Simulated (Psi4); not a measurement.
H3OSb, singlet, geometry from GFN2-xTB (core potentials on Sb), atoms displaced at random by about 0.03 Å a coordinate; R2SCAN/def2-SVP, gradient in Psi4.

Psi4 was given this input:
```
memory 2 GB

molecule {
0 1
Sb   -0.17902463   -0.20283192    0.19786949
H    -1.59719260    0.08033726   -0.77629815
H     0.34214521   -1.40648168   -0.90618938
O     1.01403561    1.10179409   -0.90200321
H     1.06571731    1.92464704   -0.39372887
symmetry c1
no_reorient
no_com
}

set {
  basis def2-svp
}

gradient('r2scan')
print_variables()
```

Task: Write the output that Psi4 gives for this input, abridged.

Result: 
```
gradient() will perform analytic gradient computation.

   => Loading Basis Set <=

    Name: DEF2-SVP
    Role: ORBITAL
    Keyword: BASIS

    !!!  WARNING: ECP capability is in beta. Please check occupations closely.  !!!

         ---------------------------------------------------------
                                   SCF
               by Justin Turney, Rob Parrish, Andy Simmonett
                          and Daniel G. A. Smith
                              RKS Reference
         ---------------------------------------------------------

  ==> Geometry <==

    Molecular point group: c1
    Full point group: C1

    Geometry (in Angstrom), charge = 0, multiplicity = 1:

       Center              X                  Y                   Z               Mass
    ------------   -----------------  -----------------  -----------------  -----------------
         SB          -0.179024630000    -0.202831920000     0.197869490000   120.903812000000
         H           -1.597192600000     0.080337260000    -0.776298150000     1.007825032230
         H            0.342145210000    -1.406481680000    -0.906189380000     1.007825032230
         O            1.014035610000     1.101794090000    -0.902003210000    15.994914619570
         H            1.065717310000     1.924647040000    -0.393728870000     1.007825032230

  Running in c1 symmetry.

  Rotational constants: A =      2.48466  B =      0.24128  C =      0.23882 [cm^-1]
  Rotational constants: A =  74488.21171  B =   7233.53981  C =   7159.71168 [MHz]
  Nuclear repulsion =   73.686695687756227

  Charge       = 0
  Multiplicity = 1
  Electrons    = 34
  Nalpha       = 17
  Nbeta        = 17

  ==> Algorithm <==

  SCF Algorithm Type is DF.
  DIIS enabled.
  MOM disabled.
  Fractional occupation disabled.
  Guess Type is SAD.
  Energy threshold   = 1.00e-08
  Density threshold  = 1.00e-08
  Integral threshold = 1.00e-12

  ==> Primary Basis <==

  Basis Set: DEF2-SVP
    Blend: DEF2-SVP
    Number of shells: 25
    Number of basis functions: 55
    Number of Cartesian functions: 58
    Spherical Harmonics?: true
    Max angular momentum: 2

  Core potential: DEF2-SVP
    Number of shells: 4
    Number of ECP primitives: 18
    Number of ECP core electrons: 28
    Max angular momentum: 3

  ==> DFT Potential <==

   => LibXC <=

    Version 7.1.2
    S. Lehtola, C. Steigemann, M. J. T. Oliveira, and M. A. L. Marques,  SoftwareX 7, 1–5 (2018) (10.1016/j.softx.2017.11.002)

   => Composite Functional: R2SCAN <=

    r2SCAN Meta-GGA XC Functional  (0.1021/acs.jpclett.0c02405)
    J. W. Furness, A. D. Kaplan, J. Ning, J. P. Perdew, J. Sun  J. Phys. Chem. Lett.  11, 8208–8215, 2020

    Deriv               =              1
    GGA                 =           TRUE
    Meta                =           TRUE

    Exchange Hybrid     =          FALSE
    MP2 Hybrid          =          FALSE

   => Exchange Functionals <=

    1.0000   XC_MGGA_X_R2SCAN

   => Correlation Functionals <=

    1.0000   XC_MGGA_C_R2SCAN

   => LibXC Density Thresholds  <==

    XC_MGGA_C_R2SCAN:  1.00E-15
    XC_MGGA_X_R2SCAN:  1.00E-11

   => Molecular Quadrature <=

    Radial Scheme          =       TREUTLER
    Pruning Scheme         =           NONE
    Nuclear Scheme         =       TREUTLER

    Blocking Scheme        =         OCTREE
    BS radius alpha        =              1
    Pruning alpha          =              1
    Radial Points          =             75
    Spherical Points       =            302
    Total Points           =         108390
    Total Blocks           =            876
    Max Points             =            256
    Max Functions          =             55
    Weights Tolerance      =       1.00E-15

   => Loading Basis Set <=

    Name: (DEF2-SVP AUX)
    Role: JKFIT
    Keyword: DF_BASIS_SCF

  ==> Integral Setup <==

  SCF_SUBTYPE=INCORE selected. In-core MEM_DF algorithm will be used.
  Using in-core AOs.

  ==> MemDFJK: Density-Fitted J/K Matrices <==

    J tasked:                   Yes
    K tasked:                    No
    wK tasked:                   No
    Algorithm:                 Core
    Schwarz Cutoff:           1E-12
    Mask sparsity (%):       0.0000
    Fitting Condition:        1E-10

   => Auxiliary Basis Set <=

  Basis Set: (DEF2-SVP AUX)
    Blend: DEF2-UNIVERSAL-JKFIT
    Number of shells: 89
    Number of basis functions: 349
    Number of Cartesian functions: 462
    Spherical Harmonics?: true
    Max angular momentum: 5

  Minimum eigenvalue in the overlap matrix is 1.8092986195E-02.
  Reciprocal condition number of the overlap matrix is 4.6133008650E-03.
    Using symmetric orthogonalization.

  ==> Pre-Iterations <==

  SCF Guess: Superposition of Atomic Densities via on-the-fly atomic UHF (no occupation information).

   -------------------------
    Irrep   Nso     Nmo
   -------------------------
     A         55      55
   -------------------------
    Total      55      55
   -------------------------

  ==> Iterations <==

                           Total Energy        Delta E     RMS |[F,P]|

   @DF-RKS iter SAD:  -315.27680932753816   -3.15277e+02   0.00000e+00
   @DF-RKS iter   1:  -317.02101305655333   -1.74420e+00   1.30101e-02 ADIIS/DIIS
   @DF-RKS iter   2:  -314.42542711238480    2.59559e+00   3.83391e-02 ADIIS/DIIS
   @DF-RKS iter   3:  -317.21362010524672   -2.78819e+00   4.52764e-03 ADIIS/DIIS
   @DF-RKS iter   4:  -317.23735716098810   -2.37371e-02   1.82681e-03 ADIIS/DIIS
   @DF-RKS iter   5:  -317.24273989269534   -5.38273e-03   3.14916e-04 ADIIS/DIIS
   @DF-RKS iter   6:  -317.24291016895080   -1.70276e-04   1.16074e-04 ADIIS/DIIS
   @DF-RKS iter   7:  -317.24293754643844   -2.73775e-05   1.87438e-05 DIIS
   @DF-RKS iter   8:  -317.24293810943209   -5.62994e-07   1.43912e-06 DIIS
   @DF-RKS iter   9:  -317.24293811198152   -2.54943e-09   4.86983e-07 DIIS
   @DF-RKS iter  10:  -317.24293811244405   -4.62535e-10   6.92816e-08 DIIS
[...]
  Energy and wave function converged.

  ==> Post-Iterations <==

   Electrons on quadrature grid:
      Ntotal   =   34.0000001630 ; deviation = 1.630e-07

    Orbital Energies [Eh]
    ---------------------

    Doubly Occupied:

[...]
    Virtual:

[...]
    Final Occupation by Irrep:
              A
    DOCC [    17 ]
    NA   [    17 ]
    NB   [    17 ]

  @DF-RKS Final Energy:  -317.24293811245559

   => Energetics <=

    Nuclear Repulsion Energy =             73.6866956877562274
    One-Electron Energy =                -672.3211992088090483
    Two-Electron Energy =                 310.5075896305646097
    DFT Exchange-Correlation Energy =     -29.1160242219673755
    Empirical Dispersion Energy =           0.0000000000000000
    VV10 Nonlocal Energy =                  0.0000000000000000
    Total Energy =                       -317.2429381124555903

Computation Completed

Properties will be evaluated at   0.000000,   0.000000,   0.000000 [a0]

Properties computed using the SCF density matrix

 Multipole Moments:

 ------------------------------------------------------------------------------------
     Multipole            Electronic (a.u.)      Nuclear  (a.u.)        Total (a.u.)
 ------------------------------------------------------------------------------------

 L = 1.  Multiply by 2.5417464519 to convert [e a0] to [Debye]
 Dipole X            :         -7.5335339            7.1911417           -0.3423922
 Dipole Y            :         -8.9610306            8.9718928            0.0108622
 Dipole Z            :          9.7341729           -8.9596523            0.7745206
 Magnitude           :                                                    0.8468959

 ------------------------------------------------------------------------------------

         ------------------------------------------------------------
                                   SCF GRAD
                          Rob Parrish, Justin Turney,
                       Andy Simmonett, and Alex Sokolov
         ------------------------------------------------------------

  ==> Geometry <==

    Molecular point group: c1
    Full point group: C1

    Geometry (in Angstrom), charge = 0, multiplicity = 1:

       Center              X                  Y                   Z               Mass
    ------------   -----------------  -----------------  -----------------  -----------------
         SB          -0.179024630000    -0.202831920000     0.197869490000   120.903812000000
         H           -1.597192600000     0.080337260000    -0.776298150000     1.007825032230
         H            0.342145210000    -1.406481680000    -0.906189380000     1.007825032230
         O            1.014035610000     1.101794090000    -0.902003210000    15.994914619570
         H            1.065717310000     1.924647040000    -0.393728870000     1.007825032230

  Nuclear repulsion =   73.686695687756227

  ==> Basis Set <==

  Basis Set: DEF2-SVP
    Blend: DEF2-SVP
    Number of shells: 25
    Number of basis functions: 55
    Number of Cartesian functions: 58
    Spherical Harmonics?: true
    Max angular momentum: 2

  Core potential: DEF2-SVP
    Number of shells: 4
    Number of ECP primitives: 18
    Number of ECP core electrons: 28
    Max angular momentum: 3

  ==> DFJKGrad: Density-Fitted SCF Gradients <==

    Gradient:                    1
    J tasked:                  Yes
    K tasked:                   No
    wK tasked:                  No
    Integrals threads:           1
    Schwarz Cutoff:          1E-12
    Fitting Condition:       1E-10

   => Auxiliary Basis Set <=

  Basis Set: (DEF2-SVP AUX)
    Blend: DEF2-UNIVERSAL-JKFIT
    Number of shells: 89
    Number of basis functions: 349
    Number of Cartesian functions: 462
    Spherical Harmonics?: true
    Max angular momentum: 5

  ==> DFT Potential <==

   => LibXC <=

    Version 7.1.2
    S. Lehtola, C. Steigemann, M. J. T. Oliveira, and M. A. L. Marques,  SoftwareX 7, 1–5 (2018) (10.1016/j.softx.2017.11.002)

   => Composite Functional: R2SCAN <=

    r2SCAN Meta-GGA XC Functional  (0.1021/acs.jpclett.0c02405)
    J. W. Furness, A. D. Kaplan, J. Ning, J. P. Perdew, J. Sun  J. Phys. Chem. Lett.  11, 8208–8215, 2020

    Deriv               =              1
    GGA                 =           TRUE
    Meta                =           TRUE

    Exchange Hybrid     =          FALSE
    MP2 Hybrid          =          FALSE

   => Exchange Functionals <=

    1.0000   XC_MGGA_X_R2SCAN

   => Correlation Functionals <=

    1.0000   XC_MGGA_C_R2SCAN

   => LibXC Density Thresholds  <==

    XC_MGGA_C_R2SCAN:  1.00E-15
    XC_MGGA_X_R2SCAN:  1.00E-11

   => Molecular Quadrature <=

    Radial Scheme          =       TREUTLER
    Pruning Scheme         =           NONE
    Nuclear Scheme         =       TREUTLER

    Blocking Scheme        =         OCTREE
    BS radius alpha        =              1
    Pruning alpha          =              1
    Radial Points          =             75
    Spherical Points       =            302
    Total Points           =         108390
    Total Blocks           =            876
    Max Points             =            256
    Max Functions          =             55
    Weights Tolerance      =       1.00E-15

  -Total Gradient:
     Atom            X                  Y                   Z
    ------   -----------------  -----------------  -----------------
       1       -0.011742482725    -0.015080319945     0.019446049537
       2       -0.001563116758     0.002262515434    -0.003253948572
       3        0.002645459989     0.003598518913    -0.002518730418
       4        0.011527125841     0.009350696005    -0.013908357396
       5       -0.000582047495    -0.000257067148    -0.000538767658

  Variable Map:
  ----------------------------------------------------------------------------
[...]
  Array Variable Map:
  ----------------------------------------------------------------------------
[...]
[...]
```
